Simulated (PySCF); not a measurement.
Species: C₇H₇OP.
Bonds: C1–C2 (triple), C2–P3, P3–C4, P3–C5, C5–C6 (aromatic), C6–C7 (aromatic), C7–O8 (aromatic), O8–C9 (aromatic), C5–C9 (aromatic). Hydrogens: H10 on C1; H11, H12, H13 on C4; H14 on C6; H15 on C7; H16 on C9.

NICS = −σ at a ghost point: NICS(0) at the centroid of the ring atoms, NICS(1) 1 Å to either side along the normal of their mean plane, zz for the tensor component along that normal. Level: GIAO PBE0/pcSseg-1 (PySCF, non-relativistic, gas phase) on the GFN2-xTB geometry, one conformer.

Ring bond lengths (Å), with Mayer bond orders in brackets: C5–C6 1.425 (1.26), C6–C7 1.357 (1.61), C7–O8 1.344 (1.08), O8–C9 1.343 (1.08), C9–C5 1.366 (1.60).

Problem. Give the NICS values of each ring in ppm.

Solution. 
```tsv
ring	type	NICS(0)	NICS(1), two faces	NICS(1)zz, two faces	rms pucker (Å)	centre to ring atoms, mean (Å)
C5–C6–C7–O8–C9	5-membered ring with O; formal bonds all aromatic	-11.6	-10.1 / -10.4	-26.2 / -25.9	0.00	1.16
```

Problem. What can be read from them?

Solution. 
- C5–C6–C7–O8–C9: mean NICS(1)zz -26.1 ppm, shielded. For a flat ring without four-coordinate atoms the NICS criterion counts such a value as aromatic.

Problem. How equal are the bonds by HOMA? HOMA takes Krygowski's 1993 parameters.

Solution. 
- C5–C6–C7–O8–C9: HOMA 0.47; the largest term is that of C7–O8, α(R − Ropt)² = 0.98.

Problem. At the second NICS(1) probe listed for ring C5–C6–C7–O8–C9, 1 Å off the ring, what do the in-plane components average?

Solution. The isotropic value is a third of the trace: (3 × -10.4 − (-25.9))/2 = -2.7 ppm.

The run took 38 s of wall time (grids of density and orbitals included) on one thread of an Arm Neoverse V2, no GPU, shared host with 96 logical CPUs at a one-minute load of 50, and the process peaked at 0.91 GiB of memory. This is the whole shielding run at PBE0/pcSseg-1, SCF included.

The values belong to the conformer `[CH:1]#[C:2][P:3]([CH3:4])[c:5]1[cH:6][cH:7][o:8][cH:9]1`: C2–P3–C5–C6 -43°.
